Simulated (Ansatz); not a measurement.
Two spin states of LiAl, each at its own minimum; 2S+1 = 1, 3 were tried, and the measured ground state has 1.

| level | energy of the multiplicity-3 state above the multiplicity-1 state (kcal/mol) |
|---|---|
| PBE/def2-TZVPP | 2.04 |
| PBE0/def2-TZVPP | 1.02 |
| wB97X-V/def2-TZVPP | 5.49 |
| CCSD/def2-TZVPP | 5.09 |
| CCSD(T)/def2-TZVPP | 5.26 |

The rows run from 1.02 (PBE0/def2-TZVPP) to 5.49 kcal/mol (wB97X-V/def2-TZVPP). The 3 functionals in def2-TZVPP without D3 or D4 span 4.47, from PBE0 to wB97X-V.

Each state is the lowest solution found for its spin in def2 and cc sets. The singlet is a restricted closed-shell determinant, which can mix singlet states where a π or δ shell is part-filled.

Correlated levels freeze the inner cores; with def2 sets outer-core shells near the valence are correlated too.

Doubts at one or more of the structures used: a restricted determinant that unrestricted orbitals would lower (CCSD/def2-TZVPP, CCSD(T)/def2-TZVPP).

Programs: Ansatz (an electronic-structure program). Values without a source in brackets are computed.
